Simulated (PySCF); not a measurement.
1-fluorocyclopenta-1,3-diene (C5H5F), SMILES C1CC(F)=CC=1. Atoms are numbered in the order given.

```xyz
11

F      0.0005     2.0542     0.0000
C     -0.0672     0.7241     0.0000
C     -1.1791    -0.0380     0.0000
C     -0.7401    -1.4422     0.0000
C      0.6110    -1.5114     0.0000
C      1.1754    -0.1140     0.0000
H     -2.2083     0.3183     0.0000
H     -1.4249    -2.2919     0.0000
H      1.2211    -2.4142     0.0000
H      1.8040     0.0943     0.8854
H      1.8040     0.0943    -0.8854
```

Geometry: B3LYP-D3(BJ)/def2-SVP. The values are those of a single conformer.

Computed with TDDFT-PBE/def2-SVPD (PySCF).

Vertical excitations.  State labels are in the subgroup Cs.

Computed excitation energies, oscillator strengths and character:
```csv
state,symmetry,energy (eV),λ (nm),f,main pairs
S1,A',4.71,263,0.070,HOMO→LUMO 98 %
S2,A",5.64,220,0.001,HOMO→LUMO+1 99 %
S3,A",5.95,208,0.011,HOMO→LUMO+2 99 %
S4,A',6.05,205,0.004,"HOMO→LUMO+3 52 %, HOMO−1→LUMO 48 %"
S5,A",6.37,195,0.005,HOMO→LUMO+4 100 %
S6,A",6.77,183,0.000,HOMO−2→LUMO 99 %
S7,A",6.91,180,0.005,HOMO→LUMO+5 99 %
S8,A",7.06,176,0.000,HOMO→LUMO+6 100 %
S9,A',7.51,165,0.107,HOMO→LUMO+7 83 %
S10,A",7.56,164,0.000,HOMO→LUMO+8 94 %
T1,A',3.00,413,0,HOMO→LUMO 99 %
T2,A',5.01,248,0,"HOMO→LUMO+3 57 %, HOMO−1→LUMO 41 %"
T3,A",5.57,223,0,HOMO→LUMO+1 99 %
T4,A",5.78,214,0,HOMO→LUMO+2 99 %
```
Triplets are in the Tamm–Dancoff approximation, which puts them higher than full response would, so one can lie above its singlet here.
